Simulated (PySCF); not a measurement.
# Bonding in `C=C[P@H+](CCC)C(C)C`

Species: C₈H₁₈P (charge +1).
Numbering: `[CH2:1]=[CH:2][P@H+:3]([CH2:4][CH2:5][CH3:6])[CH:7]([CH3:8])[CH3:9]` (hydrogens: H10, H11 on C1; H12 on C2; H13 on P3; H14, H15 on C4; H16, H17 on C5; H18, H19, H20 on C6; H21 on C7; H22, H23, H24 on C8; H25, H26, H27 on C9)

Cartesian coordinates in Å at the GFN2-xTB level; atoms count from 1:
```xyz
27
C8H18P angstrom
C     -0.524    2.418    1.308
C     -0.511    1.775    0.149
P     -0.157    0.026    0.002
C      1.188   -0.254   -1.190
C      2.390    0.665   -0.956
C      2.951    0.517    0.450
C     -1.667   -0.905   -0.468
C     -2.741   -0.648    0.588
C     -1.333   -2.389   -0.595
H     -0.311    1.923    2.243
H     -0.749    3.470    1.367
H     -0.728    2.273   -0.790
H      0.205   -0.435    1.250
H      0.766   -0.096   -2.190
H      1.489   -1.303   -1.109
H      3.159    0.407   -1.686
H      2.106    1.705   -1.130
H      3.201   -0.520    0.661
H      3.853    1.111    0.558
H      2.230    0.867    1.192
H     -1.999   -0.511   -1.437
H     -3.654   -1.172    0.318
H     -2.422   -1.013    1.563
H     -2.973    0.413    0.671
H     -0.631   -2.578   -1.405
H     -0.914   -2.774    0.334
H     -2.242   -2.947   -0.808
```

Bond orders from the PBE0/pcSseg-1 density (PySCF). The structure is a single GFN2-xTB conformer in the gas phase; no vibrational or solvent corrections.

(1) How far do the computed orders between heavy atoms stray from the drawn ones?

(2) Set the Mayer orders of the bonds between heavy atoms beside their lengths.

## Answers

(1) The largest departure is 0.081, at C1–C2 (drawn double, 1.919).

(2) 
```
 bond  drawn as  length (Å)  Mayer order
C1–C2    double       1.326        1.919
C2–P3    single       1.790        1.002
P3–C4    single       1.819        1.003
C4–C5    single       1.531        1.026
C5–C6    single       1.521        1.048
P3–C7    single       1.836        0.957
C7–C8    single       1.528        1.011
C7–C9    single       1.527        1.007
```

By pair of heavy elements: C–C: lowest C7–C9 (1.007, 1.527 Å), highest C1–C2 (1.919, 1.326 Å). C–P: lowest P3–C7 (0.957, 1.836 Å), highest P3–C4 and C2–P3 (1.003, 1.819 Å). Bonds named together lie within 0.004.

Problem. And the bonds to hydrogen?

Solution. C–H: 0.90 to 0.96 (17 bonds); H–P: 0.92 (1 bond).

Problem. Sum the orders of all bonds at each heavy atom with more than one neighbour and set the sums beside the valence in the SMILES.

Solution. C1 3.809 (drawn 4), C2 3.840 (drawn 4), P3 3.885 (drawn 4), C4 3.846 (drawn 4), C5 3.952 (drawn 4), C6 3.912 (drawn 4), C7 3.876 (drawn 4), C8 3.868 (drawn 4), C9 3.861 (drawn 4). Orders between atoms that aren't bonded are not in these sums.

For a closed shell the Mayer order of atoms A and B is Σ (PS)μν (PS)νμ over the basis functions μ on A and ν on B, with P the density and S the overlap matrix.

The run behind these numbers computed NMR shieldings as well. The run took about 2.9 min of CPU time (one thread, shared machine).
